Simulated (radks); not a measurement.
Values are calculated unless marked as measured or tabulated.
Question: Radial electron density D(r) = 4 pi r^2 rho(r) of an atom or ion with 22 electrons. Level of theory: scalar-relativistic Kohn-Sham, PBEsol, spin-polarised, spherical densities, finite nucleus; Fermi nuclear charge, rms radius of each element as measured or else 0.836 A^(1/3) + 0.57 fm (a radial shooting solver on a logarithmic mesh with Libxc functionals).

```
   r/bohr * D(r) (the largest magnitude, 31.3, reaches the edge; | marks zero)
 0.002688 |*
  0.00303 | *
 0.003417 | *
 0.003883 |  *
 0.004378 |  *
 0.004936 |   *
  0.00561 |    *
 0.006326 |     *
 0.007132 |       *
 0.008106 |         *
  0.00914 |           *
  0.01039 |             *
  0.01171 |                *
  0.01321 |                   *
  0.01501 |                      *
  0.01692 |                          *
  0.01908 |                              *
  0.02169 |                                  *
  0.02445 |                                      *
  0.02757 |                                          *
  0.03133 |                                             *
  0.03533 |                                                *
  0.03983 |                                                 *
  0.04527 |                                                 *
  0.05104 |                                                 *
  0.05755 |                                               *
  0.06541 |                                            *
  0.07375 |                                         *
  0.08315 |                                       *
   0.0945 |                                      *
   0.1066 |                                      *
   0.1211 |                                        *
   0.1365 |                                            *
    0.154 |                                                *
    0.175 |                                                    *
   0.1973 |                                                      *
   0.2224 |                                                     *
   0.2528 |                                                 *
    0.285 |                                           *
   0.3214 |                                   *
   0.3653 |                           *
   0.4118 |                     *
   0.4643 |                  *
   0.5278 |                 *
    0.595 |                   *
   0.6709 |                     *
   0.7625 |                      *
   0.8597 |                      *
   0.9694 |                   *
    1.102 |               *
    1.242 |           *
    1.412 |        *
    1.592 |     *
    1.795 |  *
     2.04 | *
      2.3 |*
    2.593 |*
    2.947 *
    3.323 *
    3.747 *
    4.258 *
    4.801 *
```

What is the nuclear charge?

Answer: Z = 24. The innermost maximum, from 1s, lies near gamma/Z bohr with gamma = sqrt(1 - (Z/c)^2) = 0.985, here 0.041 bohr (found: 0.0442), and its height grows with Z. The density is that of the chromium ion Cr2+ in [Ar] 3d4; the configuration itself is not fixed sharply by these data, and Z only to about a unit. D(r) has 3 maxima, at r = 0.0442, 0.204, 0.775 bohr, and minima at 0.0984, 0.499 bohr, inside which lie 2.13, 10.56 electrons.
